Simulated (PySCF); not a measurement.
Spin states of TlCl

Unrestricted PBE0; Tl x2c-TZVPPall, Cl x2c-TZVPPall; spin-free X2C with a Gaussian nucleus (PySCF 2.14). Outer shells of the fragments: Tl 5d10 6s2 6p1; Cl 3s2 3p5.

Followed along the bond (rough minima from three points):

```csv
2Ms+1,unpaired,⟨S²⟩ at the start,R at minimum (Å),Te (eV)
1,none,0.00,2.50,0.00
3,"σ ↑, π ↑",2.01,2.50,4.07
```

Solutions found at the starting distance of 2.400 Å, counted from the lowest of them; the search is not exhaustive and high or unbound solutions are not listed, so other states can lie among these:

```json
{"2Ms+1": "1", "unpaired": "none", "term": "mixed", "E (eV)": "0.00", "⟨S²⟩": "0.00", "⟨Lz²⟩": "0.66", "μ (D)": "-3.73"}
{"2Ms+1": "3", "unpaired": "σ ↑, π ↑", "term": "mixed", "E (eV)": "4.05", "⟨S²⟩": "2.01", "⟨Lz²⟩": "1.67", "μ (D)": "-1.34"}
{"2Ms+1": "1", "unpaired": "σ ↓, π ↑", "term": "mixed", "E (eV)": "4.35", "⟨S²⟩": "1.01", "⟨Lz²⟩": "1.67", "μ (D)": "-0.96"}
{"2Ms+1": "3", "unpaired": "π ↑↑", "term": "mixed", "E (eV)": "5.45", "⟨S²⟩": "2.01", "⟨Lz²⟩": "2.67", "μ (D)": "2.44"}
{"2Ms+1": "3", "unpaired": "π ↑↑", "term": "mixed", "E (eV)": "5.58", "⟨S²⟩": "2.01", "⟨Lz²⟩": "2.67", "μ (D)": "2.53"}
{"2Ms+1": "3", "unpaired": "σ ↑↑", "term": "mixed", "E (eV)": "5.81", "⟨S²⟩": "2.00", "⟨Lz²⟩": "0.66", "μ (D)": "0.24"}
{"2Ms+1": "3", "unpaired": "σ ↑, π ↑", "term": "mixed", "E (eV)": "7.10", "⟨S²⟩": "2.01", "⟨Lz²⟩": "1.67", "μ (D)": "3.33"}
```

A term symbol is given only where ⟨S²⟩ and ⟨Lz²⟩ are close to those of a pure state; real π, δ and φ orbitals otherwise mix terms. A positive dipole means Tl(−)Cl(+).

The measured ground state is X ¹Σ+ (Huber and Herzberg, Constants of Diatomic Molecules (1979)).

Spin–orbit coupling is left out, which matters for elements this heavy, above all for dissociation energies. Counting both spins, an empty level lies below a filled one in some of these solutions, because spin and occupation are held.
